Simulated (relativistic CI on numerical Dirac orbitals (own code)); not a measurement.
**Radial parameters of Tm48+**

These numbers are calculated, not measured: Dirac-Coulomb-Breit CI, separate exchange-only KLI orbitals for each configuration, a model potential for QED, unscaled Slater integrals (own radial code, finite nucleus).

Slater integrals F^k, G^k are unscaled and averaged over j, outside the closed core [Ne]; ζ comes from projecting the Hamiltonian with its Breit term on Σ l·s of the shell.

- 3s2 3p6 3d3: F^2(3d,3d) = 561170, F^4(3d,3d) = 362800, ζ(3d) = 171900 cm⁻¹; <r>(3d) = 0.1825, <r^2>(3d) = 0.03853 (bohr units).
- 3s2 3p5 3d4: ζ(3p) = 1.273e+06, F^2(3d,3d) = 560330, F^4(3d,3d) = 362230, F^2(3p,3d) = 482680, G^1(3p,3d) = 510140, G^3(3p,3d) = 341830, ζ(3d) = 170420 cm⁻¹; <r>(3p) = 0.2049, <r^2>(3p) = 0.0486, <r>(3d) = 0.1827, <r^2>(3d) = 0.03863 (bohr units).
- 3s 3p6 3d4: F^2(3d,3d) = 560020, F^4(3d,3d) = 362020, G^2(3s,3d) = 389870, ζ(3d) = 171200 cm⁻¹; <r>(3s) = 0.2086, <r^2>(3s) = 0.04973, <r>(3d) = 0.1828, <r^2>(3d) = 0.03868 (bohr units).

Question: Give the Racah parameters of the d shell in 3s2 3p6 3d3.

Answer: B = F²/49 − 5F⁴/441 = 7339 cm⁻¹ and C = 35F⁴/441 = 28793 cm⁻¹.

Averages of the first 10 configurations, taken without configuration mixing, which lowers the lowest level and can move excited configurations by several eV; other configurations of the list can lie among them:

```csv
Configuration,Parity,States,Average energy above the lowest level (eV)
3s2 3p6 3d3,even,120,101.1
3s2 3p5 3d4,odd,1260,486.7
3s 3p6 3d4,even,420,847.0
3s2 3p6 3d2 4s,even,90,1754.9
3s2 3p6 3d2 4p,odd,270,1891.4
3s2 3p6 3d2 4d,even,450,2044.9
3s2 3p5 3d3 4s,odd,1440,2130.7
3s2 3p6 3d2 4f,odd,630,2163.0
3s2 3p5 3d3 4p,even,4320,2267.5
3s 3p6 3d3 4s,even,480,2493.1
```
